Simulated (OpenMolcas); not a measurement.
Computed levels of 3d6 in ions with 24 electrons, in cm-1 above 5D4.

```json
{
 "Program": "OpenMolcas",
 "Method": "RASSCF",
 "Basis": "ANO-RCC-VTZP",
 "Scalar Hamiltonian": "DKH2, point nucleus",
 "Spin-orbit coupling": "state interaction with AMFI integrals over the reference wave functions, term energies averaged over their components"
}
```

Active space for each ion: 12 electrons in 8 orbitals (RAS1 3p, at most 2 holes; RAS2 3d).

```
 Level   Co3+   Cu5+
   5D3    659   1150
   5D2   1115   1920
   5D1   1406   2409
   5D0   1549   2646
3P2(1)  24553  31115
3P1(1)  26498  34503
3P0(1)  27248  35658
   3H6  27668  34756
3F4(1)  27831  34938
```

Estimate 5D0, 3P2(1), 3P1(1) for Ni4+ from its neighbours Co3+ and Cu5+.

5D0 is fine structure, which grows about as the fourth power of a screened charge, so the fourth roots are averaged: ((1549^0.25 + 2646^0.25) / 2)^4 = 2043. The calculation gives 2002, so the estimate is off by +2.0 %; the measured value is 2058 (Corliss and Sugar, J. Phys. Chem. Ref. Data 10, 197 (1981)).
3P2(1) is another term, which grows about linearly with the charge: (24553 + 31115) / 2 = 27834. The calculation gives 28090, so the estimate is off by -0.9 %; the measured value is 26153 (Corliss and Sugar, J. Phys. Chem. Ref. Data 10, 197 (1981)).
3P1(1) is another term, which grows about linearly with the charge: (26498 + 34503) / 2 = 30500. The calculation gives 30628, so the estimate is off by -0.4 %; the measured value is 28698 (Corliss and Sugar, J. Phys. Chem. Ref. Data 10, 197 (1981)).

Mixed levels, with the weight of the term that names them: Co3+ 3F4(1) (70 %), Ni4+ 3F4(1) (63 %), Cu5+ 3F4(1) (57 %).

Without dynamic correlation excited terms often stand tens of per cent too high (terms of higher spin than the ground term too low), and those without a measured partner can miss by more than the paired ones. Active for correlation alone: 3p; no level in the range computed is led by a configuration that opens it, so any true level of that kind is missing. Measured partners are found by configuration, term and J. A level has none where our copy of the source lacks it or the pairing is in doubt (some pairs that miss far off the trend of their configuration count as doubtful), and it then counts in no deviation. Only configurations of the active space appear.

A number in round brackets counts repeated terms of one configuration in the order of the reference energies.
